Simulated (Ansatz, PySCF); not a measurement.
C₂HCl₃, SMILES ClC(Cl)=CCl. Atoms are numbered in the order given.

```xyz
6

Cl     0.3468     2.2486     0.0000
C      0.9163     0.6378     0.0000
C      0.1102    -0.4320     0.0000
Cl    -1.5979    -0.3309     0.0000
Cl     0.7712    -2.0205     0.0000
H      1.9999     0.5134     0.0000
```
Charge 0, spin multiplicity 1.

The structure is a stationary point at PBE0-D3(BJ)/def2-SVP.

Vertical ionisation energy (IE) and electron affinity (EA) in eV. Rows of orbital energies are one-electron estimates. Where ΔSCF, EOM or ADC give a negative EA the extra electron is unbound and the value depends on the basis.

```csv
level,IE,EA
"−ε(HOMO), −ε(LUMO), CAM-B3LYP/def2-TZVP (PySCF)",8.60,-0.24
"−ε(HOMO), −ε(LUMO), PBE/def2-TZVP (PySCF)",?,?
"ΔSCF, PBE0/def2-SVPD (Ansatz), final states of multiplicity 2 and 2",9.50,-0.83
"ΔSCF, PBE/def2-SVPD (Ansatz), final states of multiplicity 2 and 2",9.23,-0.87
```

Q: What belongs in the gaps? (The exact figures need the calculation; the answer reports its results.)

A: 
- −ε(HOMO), −ε(LUMO), PBE/def2-TZVP (PySCF), IE: 6.14
- −ε(HOMO), −ε(LUMO), PBE/def2-TZVP (PySCF), EA: 1.79

Q: What vertical singlet–triplet gap does ΔSCF give with PBE0/def2-SVPD (Ansatz, an electronic-structure program) and with PBE/def2-SVPD (Ansatz)? (An estimate is asked for; the answer gives what the named calculation found.)

A: 3.62 and 3.68 eV (triplet above singlet where positive).
